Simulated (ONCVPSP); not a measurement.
Configuration tests for Sb (ONCV)

```
Element                 : antimony (Sb)
Generator               : ONCVPSP 4.0.1
Type                    : optimised norm-conserving Vanderbilt (ONCV)
Functional              : LDA (Perdew-Wang 92)
Relativity              : scalar-relativistic
Frozen core             : [Kr] 4d10
Valence charge          : 5
Reference configuration : 5s2 5p3
Partial waves           : 5s: rc 2.32 bohr, ncon 4, nbas 8, qcut 3.3 1/bohr, local; 5p: rc 2.56 bohr, ncon 4, nbas 7, qcut 3.6 1/bohr, 1 projector
Local potential         : the s channel
Core correction         : none
```

Energies are relative to the spin-unpolarised reference configuration 5s2 5p3; without spin polarisation the order of configurations can differ from experiment.

```tsv
valence configuration	charge	ΔE all-electron (eV)	error AE − PS (meV)
5s2 5p1	+2	24.762	+35
5s1 5p3	+1	17.336	+13
```

(1) What are ΔE and the potential's error for 5s2 5p0?

(2) What are ΔE and the potential's error for 5s2 5p2?

Answers

(1) ΔE = 49.542 eV all-electron; the error (AE − PS) is +132 meV.

(2) ΔE = 8.515 eV all-electron; the error (AE − PS) is +4.7 meV.
